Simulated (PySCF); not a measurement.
Bond stretch in SMILES [SiH3]Cl, singlet. The Si1–H5 bond (Si1 also carries Cl, H, H; H5 carries nothing else) is pulled apart rigidly from the PBE0/def2-TZVP optimised geometry.

Computed with: RHF/def2-TZVP (PySCF); UHF/def2-TZVP (PySCF); UKS-BHandHLYP = unrestricted BHandHLYP/def2-TZVP run with PySCF.

Magnitude of the dipole moment (D; its direction can reverse along the curve, and a method can change to another solution) and Mulliken charge of the fragment that holds Si1:

```
R / Å  μ RHF  q RHF  μ UHF  q UHF  μ UKS-BHandHLYP  q UKS-BHandHLYP
-----  -----  -----  -----  -----  ---------------  ---------------
1.12    1.65   0.08   1.65   0.08             1.55             0.05
1.18    1.62   0.07   1.62   0.07             1.52             0.05
1.27    1.56   0.06   1.56   0.06             1.47             0.05
1.34    1.52   0.05   1.52   0.05             1.43             0.04
1.40    1.48   0.05   1.48   0.05             1.39             0.04
1.42    1.46   0.05   1.46   0.05             1.38             0.04
1.48    1.42   0.04   1.42   0.04             1.34             0.04
1.53    1.39   0.04   1.39   0.04             1.31             0.03
1.57    1.37   0.04   1.37   0.04             1.29             0.03
1.62    1.34   0.04   1.34   0.04             1.26             0.03
1.73    1.30   0.04   1.30   0.04             1.22             0.04
1.82    1.28   0.05   1.28   0.05             1.20             0.05
2.00    1.33   0.07   1.33   0.07             1.23             0.06
2.19    1.51   0.10   1.42   0.08             1.36             0.09
2.44    1.89   0.14   1.28   0.05             1.49             0.10
2.64    2.27   0.16   1.25   0.03             1.36             0.08
2.94    2.89   0.20   1.28   0.02             1.20             0.05
3.28    3.57   0.22   1.32   0.01             1.14             0.03
3.61    4.16   0.24   1.35   0.00             1.17             0.01
3.98    4.74   0.25   1.36   0.00             1.21             0.00
4.48    5.36   0.25   1.37   0.00             1.23             0.00
```

The restricted form behind RHF keeps the bonding electrons paired and can't separate into open-shell fragments. The unrestricted determinant behind UHF is spin-contaminated at 2.19 to 4.48 Å (<S²> up to 1.0, against 0.00 for a pure singlet). The unrestricted determinant behind UKS-BHandHLYP is spin-contaminated at 2.44 to 4.48 Å (<S²> up to 1.0, against 0.00 for a pure singlet).
